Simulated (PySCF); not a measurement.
PySCF input:

```python
from pyscf import gto, scf, dft

mol = gto.M(
    atom='''
    Si   -0.03384011    0.01282815   -0.34972143
    C     1.48176743   -0.96613456   -0.01309480
    C    -1.49387982   -0.59814401    0.62898622
    F     0.26226463    1.54946782    0.04035702
    H    -0.35147091    0.01759264   -1.79925697
    H     2.47853984   -0.54303757   -0.07307541
    H     1.45478292   -2.02425115    0.22436826
    H    -2.38097876    0.00246722    0.41961950
    H    -1.71875163   -1.63451453    0.36427467
    H    -1.29606723   -0.55738963    1.70160837
    ''',
    basis='def2-tzvpd',
    charge=0,
    spin=1,
    verbose=4,
)

mf = dft.UKS(mol, xc='tpssh').density_fit(auxbasis='def2-universal-jkfit')
mf.grids.level = 3
mf.conv_tol = 1e-9
mf.max_cycle = 100
mf.max_memory = 1500
mf.kernel()
if not mf.converged:
    mf = mf.newton()
    mf.kernel(mf.make_rdm1())
for _ in range(2):
    mo, _, stable, _ = mf.stability(return_status=True)
    if stable:
        break
    mf.kernel(mf.make_rdm1(mo, mf.mo_occ))
mf.analyze()
```

Which total energy does the run end on?

-469.29105 Eh (TPSSh/def2-TZVPD).

It need not be the lowest isomer of its formula.
